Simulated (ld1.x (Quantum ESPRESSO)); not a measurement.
**Logarithmic derivatives: barium, TM**

| Quantity | Value |
| --- | --- |
| Element | Ba |
| Generator | ld1.x (Quantum ESPRESSO) 7.5 |
| Type | norm-conserving Troullier–Martins (Kleinman–Bylander form) |
| Functional | LDA (PZ) |
| Relativity | scalar-relativistic |
| Frozen core | [Kr] 4d10 |
| Valence charge | 10 |
| Reference configuration | 5s2 5p6 5d0 6s1 6p0 (charge +1) |
| Partial waves | 5p (bound): rc 1.80 bohr; 5d (bound, empty): rc 2.55 bohr; 5s (bound): rc 2.10 bohr |
| Local potential | the s channel |
| Core correction | none |

Occupied shells without a wave of their own: 6s. They enter only through the test configuration that unscreens the potential.

The phase is arctan(r·u′/u) with u = r·R(r), unwrapped; energies in Ry, scanned from -5 to 5 Ry. A pole is an energy at which the radial function vanishes at the test radius. The pseudo phase is shifted by a multiple of π to meet the all-electron one at the reference energy, and phase errors are pseudo minus all-electron; the curves can meet again beyond the range given. Levels narrower than the energy grid can be missing from the lists of poles.

**Question.** For each channel, where are the poles, and over which energies does the pseudopotential scatter like the atom?

**Answer.**

```
channel  radius (bohr)  reference energy (Ry)  poles, all-electron  poles, pseudo  unbroken range about the reference energy with phases within 0.05 rad  phase error 1 Ry above the reference energy (rad)
      s           2.73                  -2.91          -2.61, 4.43    -2.61, 2.91                                                             below -0.6                                             -0.005
      p           2.73                  -1.80                -1.21          -1.22                                                              below 1.1                                             -0.002
      d           2.73                  -0.53                 1.01           0.98                                                              below 3.0                                             -0.003
```

Phases in the p channel:

```csv
E (Ry),all-electron,pseudo
-5.00,1.369,1.369
-4.74,1.359,1.359
-4.48,1.348,1.348
-4.22,1.335,1.335
-3.96,1.319,1.319
-3.70,1.299,1.298
-3.44,1.272,1.272
-3.18,1.235,1.234
-2.92,1.178,1.177
-2.66,1.077,1.075
-2.40,0.849,0.847
-2.14,0.117,0.114
-1.88,-0.997,-0.997
-1.62,-1.377,-1.377
-1.36,-1.522,-1.523
-1.10,-1.601,-1.602
-0.84,-1.655,-1.657
-0.58,-1.697,-1.700
-0.32,-1.736,-1.740
-0.06,-1.774,-1.780
0.20,-1.815,-1.824
0.46,-1.864,-1.877
0.72,-1.925,-1.947
0.98,-2.010,-2.047
1.24,-2.136,-2.207
1.50,-2.344,-2.490
1.76,-2.712,-2.997
2.02,-3.275,-3.616
2.28,-3.795,-4.031
2.54,-4.109,-4.256
2.80,-4.287,-4.386
3.06,-4.396,-4.470
3.32,-4.470,-4.528
3.58,-4.522,-4.571
3.84,-4.561,-4.605
4.10,-4.593,-4.632
4.36,-4.618,-4.655
4.62,-4.639,-4.675
4.88,-4.658,-4.694
```
